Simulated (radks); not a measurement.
Ne4+, 6 electrons, occupied as [He] 2s1 2p2 3p1 (not the ground configuration). All-electron calculation, non-relativistic Kohn-Sham, r2SCAN, spin-polarised, spherical densities, point nucleus; open shells are filled with parallel spins first; meta-GGA in the generalised Kohn-Sham scheme. Program: a radial shooting solver on a logarithmic mesh with Libxc functionals.

Local quantities along the radius. ELF = 1/(1 + alpha^2) is the electron localisation function; alpha = (tau - tau_W)/tau_unif compares the Pauli kinetic energy density with that of the uniform gas (summed over spins); s = |grad rho|/(2 (3 pi^2)^(1/3) rho^(4/3)) is the reduced gradient; 4 pi r^2 rho is in e/bohr.

r (bohr)    ELF     alpha       s  4 pi r^2 rho
0.009981  1.000  0.004316  0.4056        0.6311
0.01116   1.000  0.004456  0.4087        0.7711
0.01249   1.000  0.004619  0.4122        0.9395
0.01397   1.000  0.004808  0.4162         1.141
0.01575   1.000  0.005045  0.4210         1.400
0.01761   1.000  0.005308  0.4261         1.688
0.0197    1.000  0.005618  0.4319         2.025
0.02204   1.000  0.005988  0.4384         2.419
0.02484   1.000  0.006466  0.4464         2.907
0.02779   1.000  0.007009  0.4548         3.430
0.03108   1.000  0.007673  0.4645         4.019
0.03477   1.000  0.008493  0.4755         4.674
0.0392    1.000  0.009599  0.4890         5.441
0.04384   1.000   0.01092  0.5035         6.208
0.04904   1.000   0.01261  0.5202         7.008
0.05485   1.000   0.01483  0.5394         7.816
0.06185   1.000   0.01802  0.5634         8.657
0.06917   1.000   0.02211  0.5894         9.377
0.07737   0.999   0.02780  0.6196         9.991
0.08654   0.999   0.03591  0.6548         10.45
0.09758   0.998   0.04880  0.6991         10.72
0.1091    0.996   0.06717  0.7476         10.73
0.1221    0.991   0.09562  0.8038         10.49
0.1365    0.981    0.1409  0.8685         9.980
0.154     0.953    0.2212  0.9465         9.182
0.1722    0.893    0.3465   1.024         8.257
0.1926    0.767    0.5514   1.099         7.241
0.2154    0.570    0.8679   1.154         6.233
0.2429    0.368     1.311   1.159         5.277
0.2717    0.261     1.682   1.081         4.592
0.3039    0.238     1.789  0.9195         4.159
0.3399    0.289     1.569  0.7228         3.983
0.3832    0.421     1.173  0.5542         4.033
0.4286    0.575    0.8594  0.4860         4.210
0.4794    0.703    0.6506  0.4970         4.394
0.5363    0.783    0.5258  0.5617         4.476
0.6046    0.827    0.4570  0.6719         4.356
0.6763    0.838    0.4399  0.8069         4.016
0.7564    0.818    0.4711  0.9731         3.478
0.8461    0.750    0.5775   1.172         2.820
0.954     0.572    0.8650   1.409         2.099
1.067     0.309     1.497   1.599         1.518
1.193     0.125     2.651   1.628         1.094
1.335     0.067     3.719   1.382        0.8437
1.505     0.077     3.460  0.9948        0.7265
1.684     0.149     2.387  0.8289        0.6901
1.883     0.280     1.602  0.9161        0.6584
2.106     0.384     1.267   1.180        0.5906
2.375     0.410     1.200   1.618        0.4700
2.656     0.362     1.328   2.210        0.3341
2.971     0.265     1.664   3.081        0.2064
3.323     0.154     2.340   4.424        0.1093
3.747     0.064     3.838   6.805       0.04594
4.191     0.020     6.923   10.69       0.01693
4.687     0.005     14.28   17.79      0.005108
5.243     0.001     34.06   31.58      0.001239
5.911     0.000     103.3   63.47     0.0002080

On this mesh the ELF has minima near r = 0.30, 1.3 bohr, which separate the shells, and maxima near 0.68 (0.84), 2.4 (0.41).

Self-consistent cycle (total energy in hartree, residual of the potential): 1: -117.076396, 2e+00; 2: -117.207881, 1e+00; 3: -117.309380, 6e-02; 4: -117.309806, 2e-02; 5: -117.309851, 2e-03; 6: -117.309852, 6e-05; 7: -117.309852, 2e-05; 8: -117.309852, 2e-06; 9: -117.309852, 8e-08.
